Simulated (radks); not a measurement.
All-electron atom: neutral boron in [He] 2s2 2p1 (the NIST ground configuration). Method: non-relativistic Kohn-Sham, BLYP, spin-polarised, spherical densities, point nucleus; open shells are filled with parallel spins first; computed with a radial shooting solver on a logarithmic mesh with Libxc functionals.

Local quantities along the radius. ELF = 1/(1 + alpha^2) is the electron localisation function; alpha = (tau - tau_W)/tau_unif compares the Pauli kinetic energy density with that of the uniform gas (summed over spins).

```
   r/bohr * ELF (the largest magnitude, 1, reaches the edge; | marks zero)
  0.01119 |                                                      *
  0.01388 |                                                      *
  0.01723 |                                                      *
  0.02139 |                                                      *
  0.02654 |                                                      *
  0.03294 |                                                      *
  0.04121 |                                                      *
  0.05115 |                                                      *
  0.06348 |                                                      *
  0.07879 |                                                      *
  0.09779 |                                                      *
   0.1223 |                                                      *
   0.1518 |                                                      *
   0.1884 |                                                      *
   0.2339 |                                                      *
   0.2903 |                                                      *
   0.3602 |                                                     *
   0.4507 |                                            *
   0.5594 |             *
   0.6942 |  *
   0.8616 |   *
    1.069 |                       *
    1.327 |                                              *
     1.66 |                                                  *
    2.061 |                                                 *
    2.558 |                                              *
    3.174 |                                      *
    3.939 |                     *
    4.889 |      *
    6.117 |*
    7.592 *
    9.422 *
```

On this mesh the ELF has minima near r = 0.77 bohr, which separate the shells, and maxima near 1.8 (0.93).
